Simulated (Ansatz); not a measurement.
The cluster Ba₂S₂⁺ (the lowest doublet isomer of a short search) was relaxed with PBE-D4 (def2-SVP) in Ansatz in these states: charge +1 doublet, charge +1 quartet. The geometries follow in no particular order.

In the def2 sets Ba takes a core potential; there is no spin–orbit coupling.

A:

```xyz
4

Ba    1.233    1.498   -1.777
Ba   -1.230   -1.499    1.779
S    -0.174    1.098    0.805
S     0.171   -1.098   -0.807
```

B:

```xyz
4

Ba   -0.919    0.149    2.140
Ba    0.931   -0.129   -2.136
S    -1.226    0.826   -0.584
S     1.214   -0.846    0.580
```

Problem. Judge from the bond lengths which geometry belongs to which state (an estimate).

Solution. A is the charge +1 quartet (Ba1–Ba2 5.262 Å, Ba2–S3 2.968 Å, Ba1–S4 2.968 Å); B is the charge +1 doublet (Ba1–Ba2 4.667 Å, Ba2–S3 2.823 Å, Ba1–S4 2.823 Å).

At PBE0-D4/def2-TZVP a doublet lies 3.00 eV below the charge +1 quartet. These are the stationary points nearest to one start from a short search; other shapes may lie lower in each state.
